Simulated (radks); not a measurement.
Effect of the nuclear size on the calcium ion Ca+, [Ar] 4s1. Method: Dirac Kohn-Sham, BLYP, spin-unpolarised, spherical densities, finite nucleus; Fermi nuclear charge, rms radius 3.4776 fm; computed with a radial shooting solver on a logarithmic mesh with Libxc functionals. The rms radius is varied about that value; shifts are against it.

\begin{tabular}{lrrrrr}
rms radius (fm) & total energy shift (eV) & density at nucleus (e/bohr^3) & 1s1/2 shift (meV) & 2s1/2 shift (meV) & 2p1/2 shift (meV) \\ \hline
2.8064 & -0.0106 & 6201 & -4.45 & -0.352 & 0.055 \\
3.3663 & -0.00190 & 6172 & -0.802 & -0.063 & 0.010 \\
3.4776 & 0 & 6166 & 0.000 & 0.000 & 0.000 \\
3.7071 & 0.00411 & 6156 & 1.73 & 0.137 & -0.021 \\
4.0862 & 0.0115 & 6141 & 4.83 & 0.382 & -0.059 \\
\end{tabular}

Slopes of the eigenvalues against <r^2> in GHz/fm^2, as finite differences over the two radii next to the reference (eigenvalue slopes, not the field-shift constants of lines): 1s1/2 254, 2s1/2 20.1, 2p1/2 -3.12.
